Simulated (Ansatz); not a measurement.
Reactions of CH₄OSiTe, SMILES `[TeH][SiH]1CO1`.

Isolated molecules relaxed with PBE0-D4/def2-TZVP in Ansatz; ΔE leaves out vibrations. CCSD(T)/CBS adds triple-zeta CCSD(T) − MP2 to the extrapolated MP2 energy (def2 sets, frozen cores). This one scheme is used for every species. DFT in def2-TZVPP. Elements past krypton have def2 core potentials. For Te outer-core shells are correlated without core-valence functions, which leaves a few kJ/mol of doubt a bond. Each species was taken in one conformer, which may not be the lowest.

```json
{"reaction": "`[TeH][SiH]1CO1` + `C=CCS` → `S[SiH]1CO1` + `C=CC[TeH]`", "CCSD(T)/CBS(def2) (kcal/mol)": "-4.7"}
{"reaction": "`[TeH][SiH]1CO1` + `[SiH3]Cl` → `Cl[SiH2][SiH]1CO1` + H₂Te", "CCSD(T)/CBS(def2) (kcal/mol)": "17.0"}
{"reaction": "`[TeH][SiH]1CO1` + `CB(O)[SiH2][SiH3]` → `CB(O)[SiH]1CO1` + `[SiH3][SiH2][TeH]`", "CCSD(T)/CBS(def2) (kcal/mol)": "1.1"}
{"reaction": "`[TeH][SiH]1CO1` + `[SiH3]S` → `[SiH3]S[SiH]1CO1` + H₂Te", "CCSD(T)/CBS(def2) (kcal/mol)": "?"}
```

Fill in the missing values. (Estimate.)

Ansatz gave: `[TeH][SiH]1CO1` + `[SiH3]S` → `[SiH3]S[SiH]1CO1` + H₂Te: -1.0 kcal/mol.

Largest T1 diagnostic: 0.015, for `CB(O)[SiH]1CO1`.
